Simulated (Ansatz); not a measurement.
Basis-set extrapolation for `C=C[Si](N)(O)[SiH3]` (PBE0-D4/def2-TZVP geometry, frozen core, Ansatz). Multiplicity 1, RHF reference.

```csv
,def2-TZVPP,def2-QZVPP
HF,-788.333358,-788.361559
MP2 correlation,-1.023975,-1.098772
CCSD(T) correlation,-1.125613,not run
```

Energies in hartree. Use E(X) = E(∞) + A·exp(−7.88·√X) for Hartree–Fock and E(X) = E(∞) + B·X^(−2.97) for correlation, with X = 3 and 4, and add CCSD(T) minus MP2 of the smaller set to the MP2 limit.

Q: What is the CCSD(T) energy at the basis-set limit?

A: HF limit: -788.361559 + (-0.028201) × 0.13774 = -788.36544. MP2 limit: -1.098772 + (-0.074797) × 0.74074 = -1.15418. Higher-order term: -1.125613 − (-1.023975) = -0.10164. Total: -789.62126 hartree, 101.8 kcal/mol below CCSD(T)/def2-TZVPP.
